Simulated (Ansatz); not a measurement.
`CN(C)BO` from Hartree–Fock to CCSD(T)

| atom | x (Å) | y (Å) | z (Å) |
| --- | --- | --- | --- |
| C1 | -0.2122 | 0.3967 | -1.3371 |
| N2 | 0.1050 | -0.0543 | -0.0048 |
| C3 | 1.3636 | -0.7424 | 0.1055 |
| B4 | -0.7364 | 0.1564 | 1.0920 |
| O5 | -1.9261 | 0.8221 | 0.9156 |
| H6 | -0.2627 | -0.4474 | -2.0360 |
| H7 | -1.1740 | 0.9067 | -1.3380 |
| H8 | 0.5522 | 1.0897 | -1.7097 |
| H9 | 1.3855 | -1.6367 | -0.5304 |
| H10 | 1.5306 | -1.0505 | 1.1376 |
| H11 | 2.1975 | -0.0990 | -0.2027 |
| H12 | -0.4066 | -0.2482 | 2.1752 |
| H13 | -2.4163 | 0.9069 | 1.7329 |

Total charge 0; spin multiplicity 1. The geometry is a stationary point of PBE0-D4/def2-TZVP. It is one conformer, not always the lowest. Frozen core, restricted reference, the Gaussian-basis code of Ansatz. CBS rows extrapolate triple and quadruple zeta; past MP2 they add the triple-zeta difference.

```csv
basis,HF (Eh),MP2 corr.,CCSD corr.,(T),CCSD(T) total
def2-SVP,-234.30052,-0.72992,?,-0.02134,?
def2-TZVPP,-234.56934,?,?,-0.03595,?
def2-QZVPP,-234.58089,-0.96929,–,–,–
CBS(def2),-234.58249,-1.01594,?,as TZ,?
```

Problem. Fill in the withheld values. (An estimate is asked.)

Solution. Ansatz gave: def2-SVP CCSD corr.: -0.78211; def2-SVP CCSD(T) total: -235.10397; def2-TZVPP MP2 corr.: -0.90632; def2-TZVPP CCSD corr.: -0.94626; def2-TZVPP CCSD(T) total: -235.55155; CBS(def2) CCSD corr.: -1.05589; CBS(def2) CCSD(T) total: -235.67433.
